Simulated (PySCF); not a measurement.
Ti(OH)2(H)2 (H4O2Ti), SMILES [OH][TiH2][OH], multiplicity 1.

Geometry optimised at B3LYP-D3(BJ)/def2-TZVP. The spin state was assumed, not searched. The values are those of a single conformer.

Computed with PBE/def2-TZVPD (PySCF).

Symmetry labels are those of the subgroup C2v that the program uses (full group C2v).

Task: List the valence orbital energies around the gap with their symmetry. (Estimate from the structure and the level; the computed values follow.)

Result: 
```json
[
 {"orbital": "HOMO−7", "symmetry": "A1", "energy (eV)": "-13.06"},
 {"orbital": "HOMO−6", "symmetry": "B1", "energy (eV)": "-12.51"},
 {"orbital": "HOMO−5", "symmetry": "A2", "energy (eV)": "-8.68"},
 {"orbital": "HOMO−4", "symmetry": "A1", "energy (eV)": "-8.66"},
 {"orbital": "HOMO−3", "symmetry": "B1", "energy (eV)": "-8.50"},
 {"orbital": "HOMO−2", "symmetry": "B2", "energy (eV)": "-8.43"},
 {"orbital": "HOMO−1", "symmetry": "A1", "energy (eV)": "-7.12"},
 {"orbital": "HOMO", "symmetry": "B2", "energy (eV)": "-6.69"},
 {"orbital": "LUMO", "symmetry": "A1", "energy (eV)": "-3.29"},
 {"orbital": "LUMO+1", "symmetry": "A2", "energy (eV)": "-2.67"},
 {"orbital": "LUMO+2", "symmetry": "B1", "energy (eV)": "-1.97"},
 {"orbital": "LUMO+3", "symmetry": "A1", "energy (eV)": "-1.92"}
]
```
